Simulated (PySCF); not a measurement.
## Correlation energy of Ge (germanium, neutral)

[Ar] 3d10 4s2 4p1 4d1, one real determinant (an excited configuration). All numbers are calculated (PySCF 2.14, scalar relativity through the core potential, in aug-cc-pVTZ-PP with one added diffuse shell each of s, d, f type with ECP10MDF (7s5p5d3f, 68 functions)). Frozen: 3s2 3p6 3d10; 4 electrons correlated.

MP2 pair energies summed by pair of shells (mhartree):

```json
{"pair": "4s-4s", "energy": "-21.20", "share (%)": "50.4"}
{"pair": "4s-4p", "energy": "-16.38", "share (%)": "39.0"}
{"pair": "4s-4d", "energy": "-3.35", "share (%)": "8.0"}
{"pair": "4p-4d", "energy": "-1.12", "share (%)": "2.7"}
```

Total MP2 correlation energy: -42.05 mhartree.

Same-spin part -4.72 and opposite-spin part -37.33 mhartree; SCS-MP2 scales them by 1/3 and 6/5 to -46.37 mhartree.

The reference is one real determinant that mixes LS terms of this configuration.
